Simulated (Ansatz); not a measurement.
Basis-set series for AlH6OPSi, SMILES `[OH][AlH][SiH2]P`. The species carries charge 0 and has multiplicity 1. All single points use the PBE0-D4/def2-TZVP geometry. It is one conformer, not always the lowest.

```csv
atom,x (Å),y (Å),z (Å)
O1,-1.4705,0.1468,-2.0592
Al2,-0.2633,0.8924,-1.1256
Si3,1.1264,-0.6092,0.1965
P4,0.2386,-0.8773,2.2752
H5,-2.1216,0.6326,-2.5634
H6,-0.1928,2.4801,-1.0684
H7,1.2591,-1.9797,-0.3723
H8,2.5038,-0.0827,0.4219
H9,-1.0843,-1.1129,1.8108
H10,0.0045,0.5099,2.4844
```

```csv
functional,basis,functions,energy (Eh),HOMO (eV),LUMO (eV)
PBE0-D4,def2-TZVPP,241,-951.77702,-6.94,-1.52
PBE0-D4,def2-QZVPP,447,-951.80972,-6.96,-1.57
ωB97M-V,def2-TZVPP,241,-952.12128,-8.87,0.12
ωB97M-V,def2-QZVPP,447,-952.15266,-8.89,-0.05
```

(1) Give the rows for def2-SVP. (An estimate is asked.)

Answers

(1) Ansatz gave: 
```csv
functional,basis,functions,energy (Eh),HOMO (eV),LUMO (eV)
PBE0-D4,def2-SVP,98,-951.37231,-6.90,-1.40
ωB97M-V,def2-SVP,98,-951.71331,-8.80,0.33
```

Positive LUMOs are unbound and depend on the basis.
